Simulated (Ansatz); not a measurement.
Geometry optimisation, UKS PBE0/def2-SVP (Ansatz 0.2.0).

Input:

```yaml
crystal:
  periodic: [false, false, false]
  atoms:
    - { symbol: W, position_ang: [0.204317, 1.0e-06, -0.296182] }
    - { symbol: H, position_ang: [-0.188807, -2.0e-06, 2.600193] }
    - { symbol: F, position_ang: [1.889767, 0.0, 0.457081] }
    - { symbol: H, position_ang: [-0.579935, 1.473967, -0.555295] }
    - { symbol: H, position_ang: [-1.21544, -3.0e-06, 0.610185] }
    - { symbol: H, position_ang: [-0.579936, -1.473964, -0.555296] }
    - { symbol: H, position_ang: [0.139836, -2.0e-06, -1.988003] }
    - { symbol: H, position_ang: [0.460198, 1.0e-06, 2.907317] }
magnetization:
  spin_polarized: true
  initial_magnetization: 1
basis:
  gaussian: { orbitals: def2-SVP }
hamiltonian:
  xc: pbe0
relax:
  f_tol: 0.03
  max_steps: 50
```

Command:

```bash
$ ansatz run input.yaml --threads 2 --pin off --max-ram 3072MiB --backend cpu --events-out ev --progress --plain --runs-dir out
```

**Question.** Where does it end, and by what steps?

**Answer.** The forces met the threshold. The force dipped under the threshold on the way, but the program's further checks kept it going. After 6 steps the energy has fallen by 0.051 eV; H2 moved furthest, 0.40 Å.

| step | energy less start (eV) | largest force component (eV/Å) | accepted |
| --- | --- | --- | --- |
| 0 | 0.0000 | 1.645 | yes |
| 1 | -0.0385 | 0.692 | yes |
| 2 | -0.0348 | 0.718 | no |
| 3 | -0.0482 | 0.131 | yes |
| 4 | -0.0506 | 0.029 | yes |
| 5 | -0.0509 | 0.047 | yes |
| 6 | -0.0514 | 0.024 | yes |

```xyz
8
Properties=species:S:1:pos:R:3
W 0.198 0.000 -0.404
H -0.222 0.000 3.002
F 1.866 0.000 0.383
H -0.572 1.472 -0.709
H -1.203 0.000 0.535
H -0.572 -1.472 -0.709
H 0.115 0.000 -2.093
H 0.519 0.000 3.174
```

Whether the end is a true minimum wasn't checked by a vibrational analysis.

The run took 18 s on 2 threads of Arm Neoverse V2, on a shared host, peak memory 0.19 GiB.
